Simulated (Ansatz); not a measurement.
```yaml
crystal:
  periodic: [false, false, false]
  atoms:
    - {symbol: C, position_ang: [0.108945, 1.057262, 1.645123]}
    - {symbol: C, position_ang: [-0.202093, 0.288210, 0.602313]}
    - {symbol: Si, position_ang: [-1.624441, 0.798679, -0.501362]}
    - {symbol: C, position_ang: [0.553519, -0.977607, 0.305704]}
    - {symbol: C, position_ang: [1.257759, -0.957659, -1.046126]}
    - {symbol: H, position_ang: [0.923060, 0.796441, 2.319326]}
    - {symbol: H, position_ang: [-0.431204, 1.970481, 1.873248]}
    - {symbol: H, position_ang: [-2.588704, -0.327219, -0.649061]}
    - {symbol: H, position_ang: [-2.314613, 1.968318, 0.101631]}
    - {symbol: H, position_ang: [-1.166284, 1.167783, -1.868858]}
    - {symbol: H, position_ang: [1.284918, -1.153912, 1.101766]}
    - {symbol: H, position_ang: [-0.143553, -1.824146, 0.329402]}
    - {symbol: H, position_ang: [1.968935, -0.130389, -1.102353]}
    - {symbol: H, position_ang: [1.803977, -1.888509, -1.212984]}
    - {symbol: H, position_ang: [0.547879, -0.838633, -1.868571]}
basis:
  gaussian: {orbitals: ANO-RCC-VTZP, point_charges: [{charge: -1.00, position_ang: [6.118, -0.355, -0.282]}]}
hamiltonian: {xc: {name: CAM-B3LYP}}
output: {forces: true}
```

```sh
$ ansatz run in.yaml --threads 4 --pin off --events-out ev --progress --plain --max-ram 10444MiB
```

Output, abridged:

```
Functional definition: CAM-B3LYP
1790 factors; their error is unknown
620 factors; integrals over basis functions are off by at most 1.0e-5 eV
mean field evaluation 1: about -12199.1692 eV, gradient 5.5e1 eV
mean field evaluation 2: about -12200.0060 eV, gradient 5.0e1 eV
mean field evaluation 4: about -12206.1538 eV, gradient 3.2e0 eV
mean field evaluation 8: about -12206.1785 eV, gradient 3.3e-2 eV
mean field evaluation 16: about -12206.2047 eV, gradient 2.4e-5 eV
mean field -12206.20472076 eV, -448.5697498251 hartree, gradient 2.4e-5 eV, S^2 0.000000; 0 other end points of the search recorded, 0 dependent functions left out
reference -12206.20488596 eV, -448.5697558962 hartree; 24, 24 occupied and 270, 270 virtual orbitals, 1790 factors
Total energy: -12206.20488596 eV, -448.5697558962 hartree
Relativity: scalar
Atom 0 at     0.108945     1.057262     1.645123 Å, force    -0.050479    -0.120815    -0.064878 eV/Å
Atom 1 at    -0.202093     0.288210     0.602313 Å, force    -0.074222     0.226151     0.237298 eV/Å
Atom 2 at    -1.624441     0.798679    -0.501362 Å, force     0.153806    -0.011168    -0.034033 eV/Å
Atom 3 at     0.553519    -0.977607     0.305704 Å, force     0.044342    -0.167193     0.110925 eV/Å
Atom 4 at     1.257759    -0.957659    -1.046126 Å, force     0.115629     0.041244    -0.152920 eV/Å
Atom 5 at     0.923060     0.796441     2.319326 Å, force    -0.079764     0.047742    -0.122851 eV/Å
Atom 6 at    -0.431204     1.970481     1.873248 Å, force     0.055954    -0.075341    -0.032063 eV/Å
Atom 7 at    -2.588704    -0.327219    -0.649061 Å, force     0.026065     0.107329     0.003470 eV/Å
Atom 8 at    -2.314613     1.968318     0.101631 Å, force     0.003721    -0.086437    -0.060868 eV/Å
Atom 9 at    -1.166284     1.167783    -1.868858 Å, force    -0.108681    -0.017425     0.122336 eV/Å
Atom 10 at     1.284918    -1.153912     1.101766 Å, force    -0.063745     0.038624    -0.148634 eV/Å
Atom 11 at    -0.143553    -1.824146     0.329402 Å, force     0.032641     0.069060     0.011404 eV/Å
Atom 12 at     1.968935    -0.130389    -1.102353 Å, force    -0.004940    -0.183180     0.029201 eV/Å
Atom 13 at     1.803977    -1.888509    -1.212984 Å, force    -0.006495     0.164446     0.042856 eV/Å
Atom 14 at     0.547879    -0.838633    -1.868571 Å, force     0.006583    -0.025244     0.055791 eV/Å
Dipole moment:     0.404963    -0.119081     0.057899 e Å
```

Hardware: 4 threads of an Intel Xeon Platinum 8488C on a shared host. Wall time 16 s, peak host memory 1.8 GiB.
